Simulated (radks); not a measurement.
Charge is removed step by step from the 5d3/2 level of the tantalum ion Ta+, starting from [Xe] 4f14 5d(3/2: 3, 5/2: 0) 6s1. All-electron calculation, Dirac Kohn-Sham, PBE, spin-unpolarised, spherical densities, point nucleus. Program: a radial shooting solver on a logarithmic mesh with Libxc functionals.

[
 {"removed (e)": "0", "E - E(0) (eV)": "0.000", "eigenvalue (eV)": "-10.656", "E minus straight line (eV)": "0.000"},
 {"removed (e)": "0.25", "E - E(0) (eV)": "2.951", "eigenvalue (eV)": "-12.974", "E minus straight line (eV)": "-0.916"},
 {"removed (e)": "0.5", "E - E(0) (eV)": "6.496", "eigenvalue (eV)": "-15.401", "E minus straight line (eV)": "-1.238"},
 {"removed (e)": "0.75", "E - E(0) (eV)": "10.660", "eigenvalue (eV)": "-17.929", "E minus straight line (eV)": "-0.941"},
 {"removed (e)": "1", "E - E(0) (eV)": "15.468", "eigenvalue (eV)": "-20.550", "E minus straight line (eV)": "0.000"}
]

Removing the whole electron costs 15.468 eV by Delta-SCF, against 10.656 eV from minus the eigenvalue at the starting occupation. Slater's transition state (half an electron removed) gives 15.401 eV. Integrating minus the eigenvalue over the occupation (Janak's theorem) gives 15.468 eV. The mean slope of the eigenvalue, de/dn, is 9.89 eV per electron.
